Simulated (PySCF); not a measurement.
## Nonlinear optical response: `C(/C=C\C=O)=C/C=C(\[O-])Cl`, [C7H6ClO2]-, charge -1

Molfile (atoms numbered from 1):
```
C7H6ClO2
     RDKit          3D

 16 15  0  0  0  0  0  0  0  0999 V2000
    2.4801    3.5454   -0.7680 O   0  0  0  0  0  0  0  0  0  0  0  0
    1.7750    2.5435   -0.7850 C   0  0  0  0  0  0  0  0  0  0  0  0
    1.2608    1.8534    0.3620 C   0  0  0  0  0  0  0  0  0  0  0  0
    0.4646    0.7220    0.3328 C   0  0  0  0  0  0  0  0  0  0  0  0
   -0.0255   -0.0141   -0.7646 C   0  0  0  0  0  0  0  0  0  0  0  0
   -0.8291   -1.1502   -0.6601 C   0  0  0  0  0  0  0  0  0  0  0  0
   -1.3215   -1.8020    0.4720 C   0  0  0  0  0  0  0  0  0  0  0  0
   -2.1262   -2.9531    0.3173 C   0  0  0  0  0  0  0  0  0  0  0  0
   -2.5183   -3.5555   -0.6428 O   0  0  0  0  0  0  0  0  0  0  0  0
   -2.6498   -3.6172    2.0091 Cl  0  0  0  0  0  0  0  0  0  0  0  0
    1.4834    2.0962   -1.7738 H   0  0  0  0  0  0  0  0  0  0  0  0
    1.5396    2.2828    1.3297 H   0  0  0  0  0  0  0  0  0  0  0  0
    0.1680    0.3361    1.3166 H   0  0  0  0  0  0  0  0  0  0  0  0
    0.2326    0.3136   -1.7751 H   0  0  0  0  0  0  0  0  0  0  0  0
   -1.1295   -1.6153   -1.6074 H   0  0  0  0  0  0  0  0  0  0  0  0
   -1.1119   -1.4597    1.4844 H   0  0  0  0  0  0  0  0  0  0  0  0
  1  2  2  0
  2  3  1  0
  3  4  2  0
  4  5  1  0
  5  6  2  0
  6  7  1  0
  7  8  2  0
  8  9  1  0
  8 10  1  0
  2 11  1  0
  3 12  1  0
  4 13  1  0
  5 14  1  0
  6 15  1  0
  7 16  1  0
M  CHG  1   9  -1
M  END
```

Computed with PySCF, quadratic response CAM-B3LYP/aug-cc-pVDZ first hyperpolarisability, Taylor convention, gas phase. Geometry: PBE0-D3(BJ)/def2-SVP.

For a gas-phase anion, states above the detachment energy (about 2.9 eV, taken as minus the energy of the highest occupied orbital) lie in the continuum and depend on the basis.

(1) Give β for the processes computed.

(2) Which lowest excitations and polarisabilities go with it?

Results:

(1) In au, Taylor convention; the vector part is βᵢ = ⅓ Σⱼ (βᵢⱼⱼ + βⱼᵢⱼ + βⱼⱼᵢ):
| process | λ (nm) | β vector norm | β HRS | depolarisation ratio |
| --- | --- | --- | --- | --- |
| static β(0;0,0) | ∞ | 1052.7 | 420.3 | 5.71 |
| second harmonic β(−2ω;ω,ω) | 1907 | 1700.9 | 683.2 | 5.57 |
| Pockels β(−ω;ω,0) | 1907 | 1234.6 | – | – |
| second harmonic β(−2ω;ω,ω) | 1064 | 5582.7 | 2283.7 | 5.23 |
| Pockels β(−ω;ω,0) | 1064 | 1759.3 | – | – |

(2) S1 3.12 eV (f = 0.861); S2 3.81 eV (f = 0.000); S3 3.89 eV (f = 0.008); isotropic α 174.6 au static, 178.0 au at 1907 nm, 186.7 au at 1064 nm, 190.3 au at 953.5 nm, 264.1 au at 532 nm.
